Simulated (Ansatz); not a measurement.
Reaction R1 → 2 P1, each structure at its B3LYP-D3(BJ)/def2-TZVP stationary point, reached from a drawn start (curvature not checked).
P1: N atom, charge 0, multiplicity 4.
R1, N2 (SMILES N#N) (charge 0, multiplicity 1):
```xyz
2

N      0.54546     0.00000     0.00000
N     -0.54546     0.00000     0.00000
```

P less R. No zero-point or thermal terms; singlets are restricted closed shells; open shells are unrestricted.

Programs: Ansatz (Gaussian basis) for Hartree–Fock, density functionals and correlated methods. All values are computed, each at the level named.

**Question.** One of these levels gives 485.4 kJ/mol for the reaction energy. Which one is it?
A) B97M-V/def2-TZVPP
B) BHLYP/def2-TZVPP
C) PBE/def2-TZVPP
D) HF/cc-pVQZ

**Answer.** D, HF/cc-pVQZ. The others give 1016.9 (PBE/def2-TZVPP), 938.7 (B97M-V/def2-TZVPP), 867.4 (BHLYP/def2-TZVPP)

Ansatz is a first-principles code.
